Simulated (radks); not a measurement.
Charge is removed step by step from the 3p down level of Ti, starting from [Ne] 3s2 3p(up 3, down 3) 3d2 4s2. All-electron calculation, non-relativistic Kohn-Sham, PBE, spin-polarised, spherical densities, point nucleus; open shells are filled with parallel spins first. Program: a radial shooting solver on a logarithmic mesh with Libxc functionals.

\begin{tabular}{lrrr}
removed (e) & E - E(0) (eV) & eigenvalue (eV) & E minus straight line (eV) \\ \hline
0 & 0.000 & -37.675 & 0.000 \\
0.125 & 4.798 & -39.102 & -0.687 \\
0.25 & 9.778 & -40.596 & -1.190 \\
0.375 & 14.949 & -42.147 & -1.504 \\
0.5 & 20.317 & -43.750 & -1.620 \\
0.625 & 25.889 & -45.399 & -1.533 \\
0.75 & 31.669 & -47.091 & -1.238 \\
0.875 & 37.663 & -48.820 & -0.728 \\
1 & 43.875 & -50.583 & 0.000 \\
\end{tabular}

Removing the whole electron costs 43.875 eV by Delta-SCF, against 37.675 eV from minus the eigenvalue at the starting occupation. Slater's transition state (half an electron removed) gives 43.750 eV. Integrating minus the eigenvalue over the occupation (Janak's theorem) gives 43.875 eV. The mean slope of the eigenvalue, de/dn, is 12.9 eV per electron.
